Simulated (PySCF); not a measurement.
C4H10N, SMILES [CH2]CNCC, multiplicity 2. Coordinates come from a B3LYP-D3(BJ)/def2-SVP optimisation. The isomer is the one that the SMILES or the coordinates give; other isomers of the formula were not compared. One conformer was computed; it need not be the lowest.

**Question.** Give the equilibrium geometry at B3LYP-D3(BJ)/def2-SVP (PySCF confirms it by a frequency run) as bond lengths and angles. (Estimate from the structure and the level; the computed values follow.)

**Answer.** Several could match; the one computed here: 
Atoms: C1 C2 N3 C4 C5 H6 H7 H8 H9 H10 H11 H12 H13 H14 H15. Bonded distances (Å): C1–C2 1.494, C1–H6 1.094, C1–H7 1.094, C2–N3 1.458, C2–H8 1.107, C2–H9 1.112, N3–C4 1.454, N3–H10 1.021, C4–C5 1.523, C4–H11 1.105, C4–H12 1.114, C5–H13 1.101, C5–H14 1.104, C5–H15 1.101. Angles (°): C2–C1–H6 120.8, C2–C1–H7 120.9, H6–C1–H7 117.9, C1–C2–N3 115.9, C1–C2–H8 109.3, C1–C2–H9 110.7, N3–C2–H8 108.8, N3–C2–H9 107.1, H8–C2–H9 104.4, C2–N3–C4 115.5, C2–N3–H10 109.4, C4–N3–H10 109.9, N3–C4–C5 111.0, N3–C4–H11 107.7, N3–C4–H12 113.6, C5–C4–H11 109.6, C5–C4–H12 109.1, H11–C4–H12 105.6, C4–C5–H13 111.2, C4–C5–H14 111.0, C4–C5–H15 110.5, H13–C5–H14 107.5, H13–C5–H15 108.8, H14–C5–H15 107.8.
Charge 0, spin multiplicity 2.
